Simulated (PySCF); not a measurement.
ClGe, SMILES [Ge][Cl] (connectivity only; charge and spin as stated), charge +1, multiplicity 1.

The structure is a stationary point at r2SCAN-D4/def2-TZVP. The spin state was assumed, not searched.

These are r2SCAN-D4/def2-TZVP in PySCF values and carry that method's errors.

Frequencies are harmonic and unscaled.

List the normal modes with their intensities. (An estimate is asked for; the answer gives what the named calculation found.)


```tsv
mode	ν (cm⁻¹)	IR (km/mol)	Raman (Å⁴/amu)	depolarisation	moving atoms (share of kinetic energy)
1	509	62.6	16.8	0.31	Cl 67 %, Ge 33 %
```
